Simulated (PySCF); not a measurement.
Bonding in `C=C[P@@](=O)(O)C[SiH3]`

Compound: C3H9O2PSi.
Atom-mapped SMILES: `[CH2:1]=[CH:2][P@@:3](=[O:4])([OH:5])[CH2:6][SiH3:7]` (hydrogens: H8, H9 on C1; H10 on C2; H11 on O5; H12, H13 on C6; H14, H15, H16 on Si7)

Structure used (GFN2-xTB), in Å, numbered top down from 1:
```xyz
16
C3H9O2PSi angstrom
C      2.0528    1.1535    0.4282
C      1.4295   -0.0092    0.4502
P      0.3861   -0.4884   -0.9577
O      0.4136    0.4463   -2.0889
O      0.9755   -1.9415   -1.3790
C     -1.2484   -0.8940   -0.2849
Si    -2.0078    0.7016    0.4045
H      1.9255    1.8099   -0.4179
H      2.6939    1.4933    1.2264
H      1.5194   -0.7094    1.2675
H      1.4598   -1.8346   -2.1997
H     -1.1434   -1.6749    0.4642
H     -1.8374   -1.2882   -1.1126
H     -1.1615    1.2110    1.4892
H     -2.1437    1.6975   -0.6521
H     -3.3217    0.3362    0.9418
```

Bond orders from the PBE0/pcSseg-1 density (PySCF). Isolated species at its GFN2-xTB geometry (one conformer only).

Task: Where do the orders between heavy atoms depart from those drawn in the SMILES?

Result: The largest departure is 0.138, at P3–O4 (drawn double, 1.862). Drawn single, order below 0.88: C6–Si7 (0.867).

Task: Set the Mayer orders of the bonds beside their lengths.

Result: 
```csv
bond,drawn as,length (Å),Mayer order
C1–C2,double,1.319,1.955
C2–P3,single,1.817,0.896
P3–O4,double,1.468,1.862
P3–O5,single,1.624,0.991
P3–C6,single,1.814,0.964
C6–Si7,single,1.897,0.867
C1–H8,single,1.078,0.943
C1–H9,single,1.079,0.952
C2–H10,single,1.080,0.932
O5–H11,single,0.959,0.935
C6–H12,single,1.087,0.920
C6–H13,single,1.090,0.924
Si7–H14,single,1.467,0.948
Si7–H15,single,1.458,0.954
Si7–H16,single,1.466,0.948
```

By pair of heavy elements: C–P: lowest C2–P3 (0.896, 1.817 Å), highest P3–C6 (0.964, 1.814 Å). O–P: lowest P3–O5 (0.991, 1.624 Å), highest P3–O4 (1.862, 1.468 Å).

Task: Sum the orders of all bonds at each heavy atom with more than one neighbour and set the sums beside the valence in the SMILES.

Result: C1 3.850 (drawn 4), C2 3.783 (drawn 4), P3 4.713 (drawn 5), O5 1.926 (drawn 2), C6 3.675 (drawn 4), Si7 3.717 (drawn 4). Orders between atoms that aren't bonded are not in these sums.

The Mayer order sums products of elements of PS (density times overlap matrix) between the two atoms' basis functions, so it depends on the basis set.
